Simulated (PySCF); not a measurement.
C2H9ClSi3, SMILES [SiH2]([Si@@H]1[SiH2]CC1)Cl.

Geometry optimised at PBE-D3(BJ)/def2-SVP. The structure was generated by enumeration; whether it is a known compound was not checked. One conformer was computed; it need not be the lowest.

All values below come from PBE-D3(BJ)/def2-SVP run with PySCF.

Frequencies are harmonic and unscaled.

### Question
Give all harmonic wavenumbers and intensities. (An estimate is asked for; the answer gives what the named calculation found.)

### Answer

```csv
mode,ν (cm⁻¹),IR (km/mol),moving atoms (share of kinetic energy)
1,23,0.3,"Cl 38 %, Si 38 %, H 13 %, C 10 %"
2,59,0.5,"Si 39 %, Cl 27 %, H 19 %, C 15 %"
3,88,0.4,"Si 50 %, H 24 %, C 24 %"
4,144,2.4,"Si 40 %, H 29 %, Cl 17 %, C 15 %"
5,188,0.1,"H 37 %, C 35 %, Si 17 %, Cl 11 %"
6,326,6.7,"H 45 %, Si 32 %, C 23 %"
7,374,2.3,"Si 70 %, H 28 %"
8,422,2.9,"H 50 %, Si 44 %"
9,440,2.7,"Si 50 %, H 39 %"
10,468,8.2,"H 62 %, Si 35 %"
11,522,10.3,"H 68 %, Si 20 %"
12,529,59.0,"Si 49 %, Cl 36 %, H 13 %"
13,592,2.1,"H 68 %, C 20 %, Si 12 %"
14,617,40.3,"H 79 %, Si 16 %"
15,635,21.7,"H 49 %, C 33 %, Si 17 %"
16,663,24.9,"H 80 %, C 11 %, Si 9 %"
17,690,42.3,H 86 %
18,696,147.8,"H 59 %, C 22 %, Si 18 %"
19,729,100.2,"H 62 %, C 28 %, Si 9 %"
20,798,85.5,"H 81 %, Si 10 %, C 9 %"
21,806,48.3,"H 73 %, C 16 %, Si 10 %"
22,898,131.2,H 94 %
23,903,40.1,H 95 %
24,926,1.7,"C 59 %, H 40 %"
25,982,20.6,H 96 %
26,1050,1.0,"H 64 %, C 36 %"
27,1142,1.9,"H 66 %, C 34 %"
28,1189,0.6,"H 83 %, C 17 %"
29,1370,7.2,H 93 %
30,1381,4.0,"H 91 %, C 9 %"
31,2141,58.3,H 97 %
32,2143,97.9,H 98 %
33,2146,83.7,H 97 %
34,2156,115.4,H 96 %
35,2163,98.5,H 96 %
36,2982,13.0,H 95 %
37,2984,10.4,H 94 %
38,3038,9.0,"H 90 %, C 10 %"
39,3048,5.5,"H 90 %, C 10 %"
```
